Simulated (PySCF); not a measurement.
# KN: one state, many levels of theory

State: ³Σ⁻ (triplet), unpaired electrons π ↑↑. Set-up: PySCF, no relativity, basis sets K aug-pcseg-1, N aug-pcseg-1. De refers to K + N in their high-spin ground configurations, without counterpoise correction. The functionals are run spin-unrestricted. A positive dipole means K(−)N(+). Levels whose curve was spin-contaminated or gave no clean fit are not listed.

```json
{"Level": "ROHF", "Re (Å)": "2.572", "ωe (cm⁻¹)": "351", "De (eV)": "-0.60", "μ (D)": "-10.44"}
{"Level": "ROHF-MP2", "Re (Å)": "2.578", "ωe (cm⁻¹)": "333", "De (eV)": "0.61", "μ (D)": "n/a"}
{"Level": "ROHF-SCS-MP2", "Re (Å)": "2.584", "ωe (cm⁻¹)": "329", "De (eV)": "0.66", "μ (D)": "n/a"}
{"Level": "ROHF-CCSD", "Re (Å)": "2.605", "ωe (cm⁻¹)": "310", "De (eV)": "0.64", "μ (D)": "n/a"}
{"Level": "ROHF-CCSD(T)", "Re (Å)": "2.617", "ωe (cm⁻¹)": "300", "De (eV)": "0.73", "μ (D)": "n/a"}
{"Level": "PBE", "Re (Å)": "2.567", "ωe (cm⁻¹)": "301", "De (eV)": "1.47", "μ (D)": "-6.88"}
{"Level": "M06-L", "Re (Å)": "2.525", "ωe (cm⁻¹)": "352", "De (eV)": "1.61", "μ (D)": "-9.20"}
{"Level": "TPSSh", "Re (Å)": "2.541", "ωe (cm⁻¹)": "323", "De (eV)": "1.37", "μ (D)": "-8.05"}
{"Level": "PBE0", "Re (Å)": "2.545", "ωe (cm⁻¹)": "317", "De (eV)": "1.14", "μ (D)": "-8.09"}
{"Level": "r²SCAN0", "Re (Å)": "2.546", "ωe (cm⁻¹)": "314", "De (eV)": "0.94", "μ (D)": "-8.57"}
```

(1) Which functional lies closest to ROHF-CCSD(T) in De, which farthest, and by how much do they differ from it?

(2) What does a quarter of exact exchange do here, going from PBE to PBE0?

(3) What does second-order correlation do here, going from ROHF to ROHF-MP2?

Correlated steps freeze 6 core orbitals. Correlated levels converge slowly with the basis: in double zeta they bind strong bonds too weakly, by up to about 1 eV, and carry superposition errors of some tenths. The CCSD T1 diagnostic is raised, a sign that a single reference may not be enough here. A negative De means that the minimum lies above the separated atoms at that level. The state was picked by a PBE0 search and need not be the measured ground state.

The whole job (state search and all levels along the bond) took about 4.4 min on 1 thread of Arm Neoverse V1 (shared host), peak memory 0.79 GiB.

Answers

(1) Closest is r²SCAN0 (-7.1 pm in Re, +4.7 % in ωe, +0.21 eV in De against ROHF-CCSD(T) in the same basis), farthest M06-L (-9.2 pm in Re, +17.3 % in ωe, +0.88 eV in De). CCSD(T) converges more slowly with the basis than the functionals do and binds too weakly in this one, so the order can change at the basis-set limit.

(2) PBE0 less PBE: -2.2 pm in Re, +5.3 % in ωe, -0.33 eV in De. Exact exchange removes part of the self-interaction that spreads semilocal densities, and in most molecules shortens and stiffens the bond and lowers De; so it does here.

(3) ROHF-MP2 less ROHF: +0.6 pm in Re, -5.1 % in ωe, +1.21 eV in De. Correlation nearly always deepens the well. The bond lengthens, as in strong covalent bonds, where excitations into antibonding orbitals dominate.
